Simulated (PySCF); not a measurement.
C₅H₇NOSi.
Geometry (PBE0-D3(BJ)/def2-SVP, Å), atoms numbered from 1 in this order:
```xyz
15
C5H7NOSi angstrom
Si    -2.2853    0.5170   -0.2938
O     -0.9635   -0.4140   -0.8541
C      0.2470   -0.1290   -0.3677
C      1.3683   -0.8555   -0.7950
C      2.5977   -0.5123   -0.2537
C      2.6766    0.5254    0.6814
C      1.5006    1.1773    1.0317
N      0.3140    0.8548    0.5175
H     -3.4194   -0.0877   -1.0466
H     -2.5062    0.3403    1.1666
H     -2.1478    1.9506   -0.6663
H      1.2488   -1.6550   -1.5268
H      3.4980   -1.0519   -0.5584
H      3.6285    0.8198    1.1257
H      1.5076    1.9968    1.7584
```

Method: PBE0-D3(BJ)/def2-SVP geometry optimisation, gas phase (PySCF 2.14.0).

Take the most abundant isotopes and a rigid rotor. The values belong to one conformer with, in the numbering `[SiH3:1][O:2][c:3]1[cH:4][cH:5][cH:6][cH:7][n:8]1`, Si1–O2–C3–C4 180°.

Problem. Give the principal moments of inertia and the rotational constants in MHz.

Solution. Ia = 105.08, Ib = 439.05, Ic = 538.00 u·Å²; 505379 MHz·u·Å²/I gives A = 4810, B = 1151, C = 939.4 MHz.

Problem. Classify the top.

Solution. An asymmetric top; Ray's κ = -0.891.

Problem. What does the inertial defect say?

Solution. Not planar: Δ = Ic − Ia − Ib = -6.13 u·Å². For a rigid frame Δ = −2 Σ m c², so Σ m c² = 3.06 u·Å² lies off the ab plane, practically all of it from hydrogen. The atom farthest from that plane is 1.24 Å away.

Problem. Give the other two planar moments, Paa and Pbb, and the rms extents of the mass along the axes.

Solution. Paa = Σ m a² = (Ib + Ic − Ia)/2 = 435.99 and Pbb = Σ m b² = (Ia + Ic − Ib)/2 = 102.01 u·Å². With the mass M = 125.03 u, the rms extents √(P/M) along a, b and c are 1.87, 0.90, 0.16 Å.

Problem. List the rotational levels J(Ka,Kc) to J = 3 (K).

Solution. Above 0(0,0), as E/k:
J = 1: 1(0,1) 0.100, 1(1,1) 0.276, 1(1,0) 0.286
J = 2: 2(0,2) 0.301, 2(1,2) 0.466, 2(1,1) 0.497, 2(2,1) 1.024, 2(2,0) 1.024
J = 3: 3(0,3) 0.600, 3(1,3) 0.752, 3(1,2) 0.813, 3(2,2) 1.325, 3(2,1) 1.327, 3(3,1) 2.228, 3(3,0) 2.228
The levels of one J sum to (2J + 1)J(J + 1)(A + B + C)/3.

Problem. Which lines would a microwave search look for?

Solution. The dipole components are |μa| = 1.81 D, |μb| = 0.01 D, |μc| = 0.00 D; the mirror of this Cs structure is the ab plane, so μc vanishes by symmetry (the 0.01 D computed is a residue) and there are no c-type lines. The squared components, which scale the intensities, stand as 1.00 : 0.00 (a : b). Some lines, for components of 0.1 D or more:

| type | branch | J(Ka,Kc) | MHz | lower level (cm⁻¹) |
| --- | --- | --- | --- | --- |
| a | Q | 2(1,1) ← 2(1,2) | 635 | 0.324 |
| a | Q | 3(1,2) ← 3(1,3) | 1270 | 0.523 |
| a | R | 1(0,1) ← 0(0,0) | 2090 | 0.000 |
| a | Q | 4(1,3) ← 4(1,4) | 2115 | 0.787 |
| a | R | 2(1,2) ← 1(1,1) | 3969 | 0.192 |
| a | R | 2(0,2) ← 1(0,1) | 4172 | 0.070 |
| a | R | 2(1,1) ← 1(1,0) | 4393 | 0.199 |
| a | R | 3(1,3) ← 2(1,2) | 5948 | 0.324 |
| a | R | 3(0,3) ← 2(0,2) | 6236 | 0.209 |
| a | R | 3(2,2) ← 2(2,1) | 6271 | 0.711 |
| a | R | 3(2,1) ← 2(2,0) | 6307 | 0.712 |
| a | R | 3(1,2) ← 2(1,1) | 6583 | 0.345 |
| a | R | 4(1,4) ← 3(1,3) | 7921 | 0.523 |
| a | R | 4(0,4) ← 3(0,3) | 8273 | 0.417 |
| a | R | 4(2,3) ← 3(2,2) | 8355 | 0.921 |
| a | R | 4(3,2) ← 3(3,1) | 8379 | 1.549 |
| a | R | 4(3,1) ← 3(3,0) | 8380 | 1.549 |
| a | R | 4(2,2) ← 3(2,1) | 8443 | 0.922 |
| a | R | 4(1,3) ← 3(1,2) | 8767 | 0.565 |

Not checked by PBE0-D3(BJ)/def2-SVP frequencies. Constants of a rigid frame at the computed geometry: no zero-point averaging, no centrifugal distortion. A rigid rotor knows nothing of internal rotation, which can split or shift real lines. Quadrupole hyperfine structure (14N) is left out.
